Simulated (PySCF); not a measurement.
C₇H₈O, SMILES Cc1ccc(O)cc1. Geometry: ωB97X-D3(BJ)/def2-SVP. One conformer was computed; it need not be the lowest.

Computed equilibrium geometry at ωB97X-D3(BJ)/def2-SVP (PySCF confirms it by a frequency run) as Cartesian coordinates in Å, and its point group (one conformer of several):
point group Cs.
```xyz
16

C      0.0174    -2.8913     0.0000
C      0.0137    -1.3804     0.0000
C      1.2003    -0.6435     0.0000
C      1.1922     0.7544     0.0000
C     -0.0208     1.4460     0.0000
O     -0.0942     2.8040     0.0000
C     -1.2218     0.7250     0.0000
C     -1.1949    -0.6653     0.0000
H     -0.4984    -3.2922    -0.8878
H      1.0435    -3.2879     0.0000
H     -0.4984    -3.2922     0.8878
H      2.1610    -1.1681     0.0000
H      2.1375     1.3084     0.0000
H      0.7983     3.1677     0.0000
H     -2.1649     1.2767     0.0000
H     -2.1424    -1.2144     0.0000
```
